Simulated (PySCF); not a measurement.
Compound: C7H6O.
Numbering: `[CH3:1][C:2]#[C:3][c:4]1[cH:5][cH:6][cH:7][o:8]1` (hydrogens: H9, H10, H11 on C1; H12 on C5; H13 on C6; H14 on C7)

The same species was optimised twice, with GFN2-xTB and with PBE0-D3(BJ)/def2-SVP (PySCF), and the same property calculations (PySCF, gas phase) were run on both structures.

```csv
coordinate,GFN2-xTB,PBE0-D3(BJ)/def2-SVP,change
C2≡C3 (Å),1.204,1.215,+0.011
C5–C6 (Å),1.413,1.424,+0.011
C1–C2 (Å),1.443,1.451,+0.008
C3–C4 (Å),1.405,1.412,+0.007
C4–O8 (Å),1.354,1.360,+0.006
C6–C7 (Å),1.362,1.365,+0.003
C4–C5 (Å),1.373,1.375,+0.002
C7–O8 (Å),1.341,1.343,+0.002
C3–C4–C5 (°),130.2,132.3,+2.1
C3–C4–O8 (°),119.8,118.3,-1.5
C2–C3–C4 (°),179.7,178.8,-0.9
C4–O8–C7 (°),107.0,107.7,+0.7
C5–C4–O8 (°),110.0,109.4,-0.6
C4–C5–C6 (°),106.0,106.3,+0.3
C6–C7–O8 (°),110.9,110.7,-0.2
C5–C6–C7 (°),106.0,105.8,-0.2
```

Rotational constants: A = 8812, B = 1028, C = 926.3 MHz (GFN2-xTB) against A = 8786, B = 1014, C = 914.5 MHz (PBE0-D3(BJ)/def2-SVP).

On the GFN2-xTB structure: lowest singlet, TDDFT (eV) 5.17 [CAM-B3LYP/def2-SVPD]; lowest triplet, Tamm–Dancoff (eV) 3.32 [CAM-B3LYP/def2-SVPD]; isotropic polarisability (au) 88.8 [CAM-B3LYP/def2-SVPD]; HOMO (eV) -7.33 [CAM-B3LYP/def2-SVPD]; LUMO (eV) 0.54 [CAM-B3LYP/def2-SVPD]; dipole (D) 0.80 [CAM-B3LYP/def2-SVPD]; HOMO (eV) -6.14 [PBE0/pcSseg-1]; LUMO (eV) -0.47 [PBE0/pcSseg-1]; dipole (D) 0.75 [PBE0/pcSseg-1]; GIAO shielding of C1 (ppm) 181.1 [PBE0/pcSseg-1]; GIAO shielding of C2 (ppm) 86.9 [PBE0/pcSseg-1]; GIAO shielding of C3 (ppm) 109.6 [PBE0/pcSseg-1]; GIAO shielding of C4 (ppm) 43.7 [PBE0/pcSseg-1]; GIAO shielding of C5 (ppm) 63.2 [PBE0/pcSseg-1]; GIAO shielding of C6 (ppm) 69.2 [PBE0/pcSseg-1]; GIAO shielding of C7 (ppm) 39.7 [PBE0/pcSseg-1]; GIAO shielding of O8 (ppm) 22.1 [PBE0/pcSseg-1].

What do these properties become on the PBE0-D3(BJ)/def2-SVP structure?

```
                                    property                level  on GFN2-xTB  on PBE0-D3(BJ)/def2-SVP  change
                  lowest singlet, TDDFT (eV)  CAM-B3LYP/def2-SVPD         5.17                     5.14   -0.03
           lowest triplet, Tamm–Dancoff (eV)  CAM-B3LYP/def2-SVPD         3.32                     3.32    0.00
               isotropic polarisability (au)  CAM-B3LYP/def2-SVPD         88.8                     90.4    +1.6
                                   HOMO (eV)  CAM-B3LYP/def2-SVPD        -7.33                    -7.36   -0.03
                                   LUMO (eV)  CAM-B3LYP/def2-SVPD         0.54                     0.49   -0.05
                                  dipole (D)  CAM-B3LYP/def2-SVPD         0.80                     0.76   -0.04
energy, GFN2-xTB geometry as zero (kcal/mol)  CAM-B3LYP/def2-SVPD          0.0                     -0.9    -0.9
                                   HOMO (eV)        PBE0/pcSseg-1        -6.14                    -6.18   -0.04
                                   LUMO (eV)        PBE0/pcSseg-1        -0.47                    -0.52   -0.05
                                  dipole (D)        PBE0/pcSseg-1         0.75                     0.72   -0.03
energy, GFN2-xTB geometry as zero (kcal/mol)        PBE0/pcSseg-1          0.0                     -0.4    -0.4
                  GIAO shielding of C1 (ppm)        PBE0/pcSseg-1        181.1                    178.7    -2.4
                  GIAO shielding of C2 (ppm)        PBE0/pcSseg-1         86.9                     86.0    -0.9
                  GIAO shielding of C3 (ppm)        PBE0/pcSseg-1        109.6                    108.6    -1.0
                  GIAO shielding of C4 (ppm)        PBE0/pcSseg-1         43.7                     42.7    -1.0
                  GIAO shielding of C5 (ppm)        PBE0/pcSseg-1         63.2                     62.5    -0.7
                  GIAO shielding of C6 (ppm)        PBE0/pcSseg-1         69.2                     68.4    -0.8
                  GIAO shielding of C7 (ppm)        PBE0/pcSseg-1         39.7                     38.4    -1.3
                  GIAO shielding of O8 (ppm)        PBE0/pcSseg-1         22.1                     16.3    -5.8
```

The heavy atoms differ by 0.021 Å rms after alignment. Among bonds between heavy atoms C2≡C3 and C5–C6 change most and about equally (+0.011 Å). Changes are differences of the printed values. Neither structure is proved a minimum here.
